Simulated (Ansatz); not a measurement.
Reaction (ligand exchange at a B–O bond): `OBOBF` + `[NH2][AlH2]` → `OB[NH][AlH2]` + `OBF`

Program: Ansatz. Geometries: PBE0-D4/def2-TZVP. ΔE: electronic, gas phase. CBS: MP2 limit from def2 TZ/QZ plus the TZ coupled-cluster correction, frozen cores. This one scheme is used for every species. Functionals use def2-TZVPP. B3LYP here is the variant with VWN-RPA as its local correlation; programs differ in this. Each species was taken in one conformer, which may not be the lowest.

`OBOBF`:

Z-matrix (Å, degrees):
```
B
O 1 1.365
O 1 1.352 2 118.5
H 1 1.197 2 119.0 3 -177.6
B 2 1.345 1 136.5 3 -41.0
H 3 0.959 1 113.1 2 -178.1
F 5 1.327 2 120.1 1 -25.1
H 5 1.193 2 120.8 1 157.4
```

`[NH2][AlH2]`:

```xyz
6

N     0.032    0.595   -0.724
Al   -0.028   -0.526    0.639
H    -0.029    1.598   -0.648
H     0.132    0.324   -1.689
H    -0.190    0.083    2.092
H     0.084   -2.075    0.329
```

`OB[NH][AlH2]`:

Cartesian coordinates in Å:
```
O 1.141 1.519 -0.264
B 1.327 0.188 -0.034
N 0.249 -0.735 0.127
Al -1.508 -0.410 0.072
H 0.218 1.788 -0.310
H 2.466 -0.183 0.030
H 0.558 -1.683 0.291
H -2.539 -1.587 0.277
H -1.914 1.102 -0.189
```

`OBF`:

Cartesian coordinates in Å:
```
O 0.572 -0.263 -0.782
B -0.301 -0.157 0.235
F -0.355 0.959 0.960
H 1.115 0.523 -0.904
H -1.032 -1.062 0.492
```

| level | ΔE (kcal/mol) | difference from CCSD(T)/CBS |
| --- | --- | --- |
| BLYP-D4 | 2.3 | 0.5 |
| B97M-V | 2.7 | 0.9 |
| B3LYP-D4 | 2.4 | 0.6 |
| CAM-B3LYP-D4 | 2.8 | 1.0 |
| ωB97X-V | 2.0 | 0.2 |
| r2SCAN0 | 2.0 | 0.2 |
| RPA@PBE/def2-TZVPP | 1.4 | -0.4 |
| HF/def2-SVP | 4.2 | 2.4 |
| SCS-MP2/def2-TZVPP | 1.8 | 0.0 |
| HF/def2-QZVPP | 5.1 | 3.3 |
| CCSD(T)/CBS | 1.8 | 0 |

Largest T1 diagnostic among the species: 0.014.

In def2-TZVPP, CCSD(T) changes the Hartree–Fock value by −3.5 kcal/mol (the triples alone add −0.5 kcal/mol) and MP2 by −3.7 kcal/mol. Leaving LDA and LC-ωPBE aside and taking each functional with its dispersion term where it has one, the values, not all of them listed here, spread over 2.3 kcal/mol, from revPBE-D4 to BHLYP-D4.
